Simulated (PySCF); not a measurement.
Working out the ionisation energy of Mo⁺

Mo⁺ [Kr] 4d5 (6S) → Mo²⁺ [Kr] 4d4 (5D). Computed with PySCF 2.14 in aug-cc-pVDZ-PP with ECP28MDF (5s5p4d2f, 54 functions), with scalar relativity through the core potential. Frozen: 4s2 4p6. Energies in hartree (1 hartree = 27.21139 eV):

| part | Mo⁺ (lower) | Mo²⁺ (upper) |
| --- | --- | --- |
| UHF | -67.114292 | -66.557901 |
| MP2 opposite-spin | 0.000000 | 0.000000 |
| MP2 same-spin | -0.045751 | -0.024570 |

**Question.** What does Hartree-Fock give?

**Answer.** (-66.557901) − (-67.114292) = 0.556391 hartree = 15.140 eV.

**Question.** What do MP2 and SCS-MP2 (6/5 opposite-spin, 1/3 same-spin) give?

**Answer.** The opposite-spin parts differ by 0.000 eV and the same-spin parts by 0.576 eV. MP2: 15.140 + (0.000) + (0.576) = 15.716 eV. SCS-MP2: 15.140 + 1.2 × (0.000) + (0.576)/3 = 15.332 eV.

Reference: 16.16 ± 0.12 eV (semi-empirical (NIST evaluation); NIST Atomic Spectra Database, ionization energies), between the lowest levels; spin-orbit coupling is absent from the calculation.

A double-zeta basis recovers only part of the correlation energy.

What remains against the reference includes basis incompleteness, the frozen core and correlation beyond second order.
